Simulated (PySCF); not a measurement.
C$_{4}$H$_{10}$AlClO (SMILES CC(C)(C)[O][AlH][Cl]), singlet, at a GFN2-xTB geometry (such geometries of metal compounds can be far from the true shape), with bond 17-8 at 2.4 times its length; PySCF with SA2-CASSCF(2,4)/STO-3G.

The PySCF input:
```python
from pyscf import gto, scf, mcscf
import numpy

mol = gto.M(
    atom='''
Al    1.197317   -0.219334    0.907177
Cl    0.678900   -0.699230    2.808254
H     2.656685   -0.114355    0.526175
O     0.118323    0.072302   -0.290035
C    -0.683920    0.348312   -1.407652
C    -1.675647    1.453202   -1.034777
C     0.216897    0.806965   -2.556405
C    -1.433394   -0.928415   -1.796555
H    -2.312551    1.694558   -1.881361
H    -1.133494    2.346273   -0.731246
H    -2.295221    1.126265   -0.202926
H     0.763775    1.698666   -2.258994
H    -0.374255    1.028370   -3.440809
H     0.935434    0.025465   -2.791819
H    -2.050885   -1.260561   -0.965137
H    -0.720285   -1.715274   -2.033017
H    -2.951219   -0.500139   -3.873269
''',
    basis='sto-3g',
    charge=0,
    spin=0,
    verbose=4,
)

mf = scf.RHF(mol)
mf.kernel()
mc = mcscf.CASSCF(mf, 4, 2)
mc.fix_spin_(ss=0.0)
mc = mc.state_average_([0.5, 0.5])
mc.kernel()
```

The log (banner, timings and long lists left out):

```
PySCF version 2.14.0

[INPUT] verbose = 4
[INPUT] num. atoms = 17
[INPUT] num. electrons = 72
[INPUT] charge = 0
[INPUT] spin (= nelec alpha-beta = 2S) = 0
[INPUT] symmetry False subgroup None
[INPUT] Mole.unit = angstrom
[INPUT] Symbol           X                Y                Z      unit          X                Y                Z       unit  Magmom
[...]
nuclear repulsion = 430.745484600963
number of shells = 35
number of NR pGTOs = 159
number of NR cGTOs = 53
basis = sto-3g
ecp = {}

******** <class 'pyscf.scf.hf.RHF'> ********
method = RHF
initial guess = minao
damping factor = 0
level_shift factor = 0
DIIS = <class 'pyscf.scf.diis.CDIIS'>
diis_start_cycle = 1
diis_space = 8
diis_damp = 0
SCF conv_tol = 1e-09
SCF conv_tol_grad = None
SCF max_cycles = 50
direct_scf = True
direct_scf_tol = 1e-13
Set gradient conv threshold to 3.16228e-05
Initial guess from minao.
init E= -923.08560772197
[...]
cycle= 1 E= -922.550743060796  delta_E= 0.535  |g|= 0.546  |ddm|= 4.77
[...]
cycle= 2 E= -922.65439136359  delta_E= -0.104  |g|= 0.202  |ddm|= 1.06
[...]
cycle= 3 E= -922.668441848652  delta_E= -0.0141  |g|= 0.0443  |ddm|= 0.33
[...]
cycle= 4 E= -922.669314204776  delta_E= -0.000872  |g|= 0.0214  |ddm|= 0.112
[...]
cycle= 5 E= -922.669509014773  delta_E= -0.000195  |g|= 0.00718  |ddm|= 0.0443
[...]
cycle= 6 E= -922.669540425773  delta_E= -3.14e-05  |g|= 0.00194  |ddm|= 0.0157
[...]
cycle= 7 E= -922.669543733834  delta_E= -3.31e-06  |g|= 0.000448  |ddm|= 0.0059
[...]
cycle= 8 E= -922.669543984917  delta_E= -2.51e-07  |g|= 0.000143  |ddm|= 0.00161
[...]
cycle= 9 E= -922.669544015117  delta_E= -3.02e-08  |g|= 3.54e-05  |ddm|= 0.000583
[...]
cycle= 10 E= -922.669544017021  delta_E= -1.9e-09  |g|= 6.35e-06  |ddm|= 0.000155
[...]
cycle= 11 E= -922.669544017072  delta_E= -5.12e-11  |g|= 1.33e-06  |ddm|= 2.44e-05
[...]
Extra cycle  E= -922.669544017075  delta_E= -2.73e-12  |g|= 5.51e-07  |ddm|= 2.99e-06
converged SCF energy = -922.669544017075

******** <class 'pyscf.mcscf.addons.StateAverageCASSCF'> ********
CAS (1e+1e, 4o), ncore = 35, nvir = 14
max_cycle_macro = 50
max_cycle_micro = 4
conv_tol = 1e-07
conv_tol_grad = None
orbital rotation max_stepsize = 0.02
orbital rotation threshold for CI restart = 0.01
augmented hessian ah_max_cycle = 30
augmented hessian ah_conv_tol = 1e-12
augmented hessian ah_linear dependence = 1e-14
augmented hessian ah_level shift = 1e-08
augmented hessian ah_start_tol = 2.5
augmented hessian ah_start_cycle = 3
augmented hessian ah_grad_trust_region = 3
kf_trust_region = 3
kf_interval = 4
ci_response_space = 4
ci_grad_trust_region = 3
with_dep4 0
natorb = False
canonicalization = True
sorting_mo_energy = False
ao2mo_level = 2
internal_rotation = False
******** <class 'pyscf.mcscf.addons.StateAverageSpinPenaltyFCISolver'> ********
max. cycles = 50
conv_tol = 1e-08
davidson only = True
linear dependence = 1e-12
level shift = 0.001
max iter space = 12
nroots = 2
pspace_size = 400
spin = None
State-average over 2 states with weights [0.5, 0.5]
CASCI E = -922.628977038169  S^2 = 1.0000000
Set conv_tol_grad to 0.000316228
macro iter   1 ( 15 JK    4 micro), CASSCF E = -922.644592158091  dE = -1.56151199e-02  S^2 = 1.0000000
               |grad[o]|=0.093  |ddm|=0.013  |maxRot[o]|=0.141
macro iter   2 ( 17 JK    4 micro), CASSCF E = -922.644668729376  dE = -7.65712844e-05  S^2 = 1.0000000
               |grad[o]|=0.0059  |ddm|=0.000697  |maxRot[o]|=0.129
macro iter   3 ( 21 JK    4 micro), CASSCF E = -922.644672832180  dE = -4.10280450e-06  S^2 = 1.0000000
               |grad[o]|=0.000336  |ddm|=0.000165  |maxRot[o]|=0.297
macro iter   4 (  6 JK    1 micro), CASSCF E = -922.644673118397  dE = -2.86216959e-07  S^2 = 1.0000000
               |grad[o]|=0.000113  |ddm|=2.69e-05  |maxRot[o]|=0.0798
macro iter   5 (  4 JK    1 micro), CASSCF E = -922.644673189839  dE = -7.14416046e-08  S^2 = 1.0000000
               |grad[o]|=5.09e-05  |ddm|=1.18e-05  |maxRot[o]|= 0.04
macro iter   6 (  1 JK    1 micro), CASSCF E = -922.644673189840  dE = -1.59161573e-12  S^2 = 1.0000000
               |grad[o]|=2.23e-05  |ddm|=2.15e-06  |maxRot[o]|=    0
1-step CASSCF converged in   6 macro ( 64 JK  15 micro) steps
CASSCF canonicalization
Density matrix diagonal elements [1.15040140e+00 8.46367650e-01 4.90983761e-04 2.73996913e-03]
CASSCF energy = -922.644673189840
CASCI E = -922.644673189840  E(CI) = -0.888487193712308  S^2 = 1.0000000
CASCI state-averaged energy = -922.64467318984
CASCI energy for each state
  State 0 weight 0.5  E = -922.850163910652 S^2 = 0.0000000
  State 1 weight 0.5  E = -922.439182469029 S^2 = 2.0000000
```
